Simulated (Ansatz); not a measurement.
C$_{2}$H$_{4}$BNO (`BCOC#N`), relaxed with RKS PBE-D4/def2-SVP in Ansatz 0.2.0 from a rough embedded geometry. The force threshold is 0.03 eV/Å; the program also tests the step.

Charge 0, multiplicity 1.

Start:

```xyz
9

B    -1.328    0.773    0.539
C    -0.170   -0.296    0.254
O     0.771    0.292   -0.607
C     1.844   -0.310   -1.102
N     2.826   -0.927   -1.419
H    -2.250    0.384    1.283
H    -1.369    1.821    0.079
H     0.301   -0.561    1.172
H    -0.624   -1.177   -0.199
```

```
step  energy (eV)  largest force (eV/Å)  largest move (Å)
   1   -6337.3930                 2.747             0.000
   2   -6337.6786                 1.187             0.070
   3   -6337.7395                 0.466             0.067
   4   -6337.7660                 0.204             0.055
   5   -6337.7694                 0.050             0.012
   6   -6337.7695                 0.021             0.004
```

End:

```xyz
9

B    -1.348    0.737    0.554
C    -0.169   -0.216    0.209
O     0.813    0.382   -0.692
C     1.815   -0.363   -1.025
N     2.748   -1.004   -1.351
H    -2.200    0.305    1.304
H    -1.426    1.858    0.100
H     0.338   -0.546    1.148
H    -0.571   -1.154   -0.247
```

Run time 9 s (2 threads of an Arm Neoverse V2 on a shared host); peak host memory 0.14 GiB.
